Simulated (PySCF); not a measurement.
**Continuum solvent and chemical shifts**

Numbering as in the mapped SMILES `[CH3:1][CH2:2][S:3][CH2:4][CH:5]1[CH2:6][CH2:7][CH2:8]1`. Each H is labelled by its parent atom. Ha(C6), Ha(C7), Ha(C8) are cis to C4 on the ring; Hb(C6), Hb(C7), Hb(C8) are trans to C4 on the ring.

GIAO PBE0/pcSseg-1 in PySCF 2.14.0 with density-fitted response routines on one PBE0-D3(BJ)/def2-SVP conformer, non-relativistic, equivalent nuclei averaged. Solvents enter as an IEF-PCM continuum (chloroform with ε = 4.7, dimethylsulfoxide with ε = 46.8) around the gas-phase geometry. Shifts are referred to TMS, CS2 computed in the same medium.

In chloroform, δ in ppm: C4 43.2, C5 35.8, C2 31.7, C6/C8 31.1, C7 19.9, C1 16.8, S3 -37.6, H(C4) 2.42, H(C2) 2.36, H(C5) 2.21, Hb(C6)/Hb(C8) 1.95, Hb(C7) 1.81, Ha(C7) 1.63, Ha(C6)/Ha(C8) 1.55. Dipole moment 2.08 D.

Q: How does each δ change in the more polar medium?

A: 
```json
{"atoms": "C4", "environment": "sp3 CH2 bonded to S", "Δδ, dimethylsulfoxide": "0.0"}
{"atoms": "C5", "environment": "sp3 CH in a ring", "Δδ, dimethylsulfoxide": "+0.3"}
{"atoms": "C2", "environment": "sp3 CH2 bonded to S", "Δδ, dimethylsulfoxide": "+0.1"}
{"atoms": "C6/C8", "environment": "sp3 CH2 in a ring", "Δδ, dimethylsulfoxide": "0.0"}
{"atoms": "C7", "environment": "sp3 CH2 in a ring", "Δδ, dimethylsulfoxide": "+0.1"}
{"atoms": "C1", "environment": "methyl carbon", "Δδ, dimethylsulfoxide": "+0.3"}
{"atoms": "S3", "environment": "sulfide sulfur", "Δδ, dimethylsulfoxide": "-5.4"}
{"atoms": "H(C4)", "environment": "hydrogen on an sp3 CH2 bonded to S", "Δδ, dimethylsulfoxide": "+0.07"}
{"atoms": "H(C2)", "environment": "hydrogen on an sp3 CH2 bonded to S", "Δδ, dimethylsulfoxide": "+0.05"}
{"atoms": "H(C5)", "environment": "hydrogen on an sp3 CH in a ring", "Δδ, dimethylsulfoxide": "-0.02"}
{"atoms": "Hb(C6)/Hb(C8)", "environment": "hydrogen on an sp3 CH2 in a ring", "Δδ, dimethylsulfoxide": "-0.03"}
{"atoms": "Hb(C7)", "environment": "hydrogen on an sp3 CH2 in a ring", "Δδ, dimethylsulfoxide": "+0.01"}
{"atoms": "Ha(C7)", "environment": "hydrogen on an sp3 CH2 in a ring", "Δδ, dimethylsulfoxide": "0.00"}
{"atoms": "Ha(C6)/Ha(C8)", "environment": "hydrogen on an sp3 CH2 in a ring", "Δδ, dimethylsulfoxide": "+0.03"}
```

Changes are relative to chloroform. The dipole moment becomes 2.36 D in dimethylsulfoxide.

Q: Which nuclei move most (in ppm), and what does the model miss?

A: S3 (sulfide sulfur, -5.4 ppm) in dimethylsulfoxide. A continuum only polarises the solute; specific hydrogen bonds, the anisotropy of aromatic solvents and changes of geometry or conformer are outside it.
